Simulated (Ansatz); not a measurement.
`C=CCI` and `C=CCO[SiH3]` differ in one atom or group.

Ansatz, PBE0-D4/def2-TZVP geometries, multiplicity 1. Each molecule was computed in one conformer, which needn't be the lowest.

Elements past krypton have def2 core potentials.  Spin–orbit coupling is left out; it splits and shifts lone-pair levels of the heavy atoms by tenths of an eV.

| property | `C=CCI` |
| --- | --- |
| HOMO–LUMO gap (ωB97M-V/def2-TZVPP) / eV | 10.08 |
| LUMO energy (B3LYP/def2-TZVPP) / eV | -1.49 |
| HOMO energy (PBE/def2-TZVPP) / eV | -6.10 |
| size of the dipole moment (ωB97M-V/def2-TZVPP) / D | 1.75 |
| LUMO energy (PBE/def2-TZVPP) / eV | -2.17 |
| HOMO energy (ωB97M-V/def2-TZVPP) / eV | -9.38 |

Q: Give the same properties after the change, and the shifts. (An estimate is asked.)

A: Ansatz gave: 
```json
{"property": "HOMO–LUMO gap (ωB97M-V/def2-TZVPP) / eV", "`C=CCO[SiH3]`": "11.79", "shift": "1.71"}
{"property": "LUMO energy (B3LYP/def2-TZVPP) / eV", "`C=CCO[SiH3]`": "-0.39", "shift": "1.10"}
{"property": "HOMO energy (PBE/def2-TZVPP) / eV", "`C=CCO[SiH3]`": "-6.52", "shift": "-0.42"}
{"property": "size of the dipole moment (ωB97M-V/def2-TZVPP) / D", "`C=CCO[SiH3]`": "1.02", "shift": "-0.73"}
{"property": "LUMO energy (PBE/def2-TZVPP) / eV", "`C=CCO[SiH3]`": "-1.18", "shift": "0.99"}
{"property": "HOMO energy (ωB97M-V/def2-TZVPP) / eV", "`C=CCO[SiH3]`": "-10.04", "shift": "-0.66"}
```

With PBE0 the HOMO falls by 0.53 eV and the LUMO rises by 1.10 eV, so the gap widens by about 1.63 eV. PBE moves the HOMO by -0.42 eV and ωB97M-V by -0.66 eV. Dipoles are sizes alone; their direction can turn.

B3LYP here is the variant with VWN-RPA as its local correlation; programs differ in this.
